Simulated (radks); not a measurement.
Coulomb parameter of the 4f shell of neutral terbium in the model configuration [Xe] 4f8 6s2 6p1, as a second difference U = [E(n + 0.5) + E(n - 0.5) - 2 E(n)] / (0.5)^2 with all orbitals relaxed. "Bare": the charge of the atom changes with n. "Screened": the 6p shell takes up the change at fixed total charge, which measures U(4f,4f) + U(6p,6p) - 2 U(4f,6p). All-electron calculation, Dirac Kohn-Sham, PBE, spin-unpolarised, spherical densities, point nucleus; open shells are shared between the two j in proportion to 2j + 1. Program: a radial shooting solver on a logarithmic mesh with Libxc functionals.

| case | configuration | E - E(n) (eV) |
|---|---|---|
| start | [Xe] 4f8 6s2 6p1 | 0.000 |
| bare +0.5 | [Xe] 4f8.5 6s2 6p1 | -4.321 |
| bare -0.5 | [Xe] 4f7.5 6s2 6p1 | 7.999 |
| screened +0.5 | [Xe] 4f8.5 6s2 6p0.5 | -3.878 |
| screened -0.5 | [Xe] 4f7.5 6s2 6p1.5 | 6.128 |

U(bare) = 14.712 eV, U(screened by 6p) = 8.999 eV, against the Slater integral F0(4f,4f) = 30.253 eV with frozen orbitals. The step up makes a negative ion, whose loosely bound charge lowers the bare value.
